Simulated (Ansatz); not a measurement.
Geometry optimisation, UKS PBE-D4/STO-3G (Ansatz).

Input:

```yaml
crystal:
  periodic: [false, false, false]
  atoms:
    - { symbol: Si, position_ang: [-2.3565, 0.1383, 0.582] }
    - { symbol: B, position_ang: [-0.5754, 0.1949, 1.1991] }
    - { symbol: B, position_ang: [0.6332, -0.0148, 0.1101] }
    - { symbol: C, position_ang: [1.3226, -0.2521, -1.3618] }
    - { symbol: C, position_ang: [2.2263, -0.1493, -0.2844] }
    - { symbol: H, position_ang: [-2.693, -1.0975, -0.0619] }
    - { symbol: H, position_ang: [-3.2879, 0.3943, 1.7102] }
    - { symbol: H, position_ang: [-2.5515, 1.2764, -0.4212] }
    - { symbol: H, position_ang: [-0.3351, 0.3758, 2.3885] }
    - { symbol: H, position_ang: [1.1541, 0.6255, -1.995] }
    - { symbol: H, position_ang: [1.0588, -1.2918, -1.7114] }
    - { symbol: H, position_ang: [2.7881, 0.8316, -0.1964] }
    - { symbol: H, position_ang: [2.6369, -1.0661, 0.057] }
magnetization:
  spin_polarized: true
basis:
  gaussian: { orbitals: STO-3G }
hamiltonian:
  xc: pbe
  dispersion: d4
relax:
  f_tol: 0.02
  max_steps: 40
```

Run as:

```bash
$ ansatz run input.yaml --threads 1 --pin off --max-ram 2048MiB --backend cpu --events-out ev --progress --plain --runs-dir out
```

Q: Where does it end, and by what steps?

A: It converged. The force dipped under the threshold on the way, but the program's further checks kept it going. Limits of this set-up: minimal basis. After 21 steps the energy has fallen by 2.352 eV; H9 moved furthest, 1.91 Å.

```json
{"step": "0", "energy less start (eV)": "0.0000", "largest force component (eV/Å)": "5.563", "accepted": "yes"}
{"step": "1", "energy less start (eV)": "-1.1479", "largest force component (eV/Å)": "1.641", "accepted": "yes"}
{"step": "2", "energy less start (eV)": "-1.3978", "largest force component (eV/Å)": "0.854", "accepted": "yes"}
{"step": "3", "energy less start (eV)": "-1.5456", "largest force component (eV/Å)": "0.970", "accepted": "yes"}
{"step": "4", "energy less start (eV)": "-1.7516", "largest force component (eV/Å)": "0.703", "accepted": "yes"}
{"step": "5", "energy less start (eV)": "-1.8943", "largest force component (eV/Å)": "0.486", "accepted": "yes"}
{"step": "6", "energy less start (eV)": "-2.0397", "largest force component (eV/Å)": "0.418", "accepted": "yes"}
{"step": "7", "energy less start (eV)": "-2.1709", "largest force component (eV/Å)": "0.441", "accepted": "yes"}
{"step": "8", "energy less start (eV)": "-2.2622", "largest force component (eV/Å)": "0.339", "accepted": "yes"}
{"step": "9", "energy less start (eV)": "-2.3057", "largest force component (eV/Å)": "0.408", "accepted": "yes"}
{"step": "10", "energy less start (eV)": "-2.3257", "largest force component (eV/Å)": "0.510", "accepted": "yes"}
{"step": "11", "energy less start (eV)": "-2.3446", "largest force component (eV/Å)": "0.109", "accepted": "yes"}
{"step": "12", "energy less start (eV)": "-2.3475", "largest force component (eV/Å)": "0.063", "accepted": "yes"}
{"step": "13", "energy less start (eV)": "-2.3492", "largest force component (eV/Å)": "0.051", "accepted": "yes"}
{"step": "14", "energy less start (eV)": "-2.3500", "largest force component (eV/Å)": "0.042", "accepted": "yes"}
{"step": "15", "energy less start (eV)": "-2.3506", "largest force component (eV/Å)": "0.039", "accepted": "yes"}
{"step": "16", "energy less start (eV)": "-2.3510", "largest force component (eV/Å)": "0.043", "accepted": "yes"}
{"step": "17", "energy less start (eV)": "-2.3515", "largest force component (eV/Å)": "0.071", "accepted": "yes"}
{"step": "18", "energy less start (eV)": "-2.3518", "largest force component (eV/Å)": "0.065", "accepted": "yes"}
{"step": "19", "energy less start (eV)": "-2.3522", "largest force component (eV/Å)": "0.041", "accepted": "yes"}
{"step": "20", "energy less start (eV)": "-2.3524", "largest force component (eV/Å)": "0.014", "accepted": "yes"}
{"step": "21", "energy less start (eV)": "-2.3525", "largest force component (eV/Å)": "0.013", "accepted": "yes"}
```

```xyz
13
Properties=species:S:1:pos:R:3
Si -2.260 -0.124 0.702
B -0.588 0.921 0.738
B 0.649 0.351 -0.011
C 1.464 0.118 -1.341
C 1.900 -0.606 -0.078
H -2.163 -1.386 -0.016
H -2.689 -0.422 2.064
H -3.316 0.664 0.076
H -0.616 1.942 1.331
H 2.093 0.942 -1.716
H 0.987 -0.469 -2.144
H 2.828 -0.275 0.417
H 1.731 -1.693 -0.007
```

Whether the end is a true minimum wasn't checked by a vibrational analysis.

The run took 84 s on 1 thread of Arm Neoverse V1, on a shared host, peak memory 0.15 GiB.
